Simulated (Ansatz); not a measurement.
Reaction (substitution at a C–C bond): `CC[Te][SiH3]` + HCl → `[SiH3][Te]CCl` + CH₄

Calculated with Ansatz (gas phase, PBE0-D4/def2-TZVP geometries, no zero-point term in ΔE). CBS: MP2 limit from def2 TZ/QZ plus the TZ coupled-cluster correction, frozen cores. This one scheme is used for every species. DFT in def2-TZVPP. B3LYP here is the variant with VWN-RPA as its local correlation; programs differ in this. HSE06 is defined as in plane-wave codes. def2 core potentials past Kr. For Te outer-core shells are correlated without core-valence functions, which leaves a few kJ/mol of doubt a bond. Each species was taken in one conformer, which may not be the lowest.

| level | ΔE (kJ/mol) |
| --- | --- |
| CAM-B3LYP-D4 | 26.0 |
| r2SCAN | 24.2 |
| B3LYP | 21.4 |
| HSE06 | 25.9 |
| BHLYP | 26.2 |
| HF/def2-QZVPP | 28.8 |
| MP2/CBS(def2) | 28.3 |
| CCSD/CBS(def2) | 30.3 |

Question: What does CCSD(T)/CBS give? (Best estimate.)

Answer: Computed: +29.0 kJ/mol. The listed levels differ from it by -3.0, -4.8, -7.6, -3.1, -2.8, -0.2, -0.7, 1.3 kJ/mol.

Largest T1 diagnostic among the species: 0.010.

Leaving LDA and LC-ωPBE aside and taking each functional with its dispersion term where it has one, the values, not all of them listed here, spread over 11.9 kJ/mol, from BLYP-D4 to PBE-QIDH. LDA lies +8.1 kJ/mol from PBE without D4. From BLYP to BHLYP (50 % exact exchange), in def2-TZVPP and without D4, ΔE moves by +9.7 kJ/mol.
